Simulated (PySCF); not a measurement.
**Working out the ionisation energy of Ga⁺**

Ga⁺ [Ar] 3d10 4s2 (1S) → Ga²⁺ [Ar] 3d10 4s1 (2S). Calculation: PySCF 2.14, in x2c-TZVPPall (6s5p4d1f, 48 functions); the spin-free X2C one-electron Hamiltonian (Gaussian nucleus). Frozen: [Ne]. Energies in hartree (1 hartree = 27.21139 eV):

```
            part   Ga⁺ (lower)  Ga²⁺ (upper)
             UHF  -1941.966369  -1941.277701
CCSD correlation     -0.304698     -0.254901
             (T)     -0.008853     -0.006084
```

Q: What does Hartree-Fock give?

A: (-1941.277701) − (-1941.966369) = 0.688668 hartree = 18.740 eV.

Q: What do CCSD and CCSD(T) give?

A: The CCSD correlation energies differ by 0.049797 hartree = 1.355 eV and the triples by 0.002769 hartree = 0.075 eV, so CCSD gives 20.095 eV and CCSD(T) 20.170 eV.

Measured between the centres of the two terms (NIST): 20.515 eV, so CCSD(T) (valence and next inner shell) is off by -0.345 eV.

What remains against the reference includes basis incompleteness, the frozen core and higher excitations.
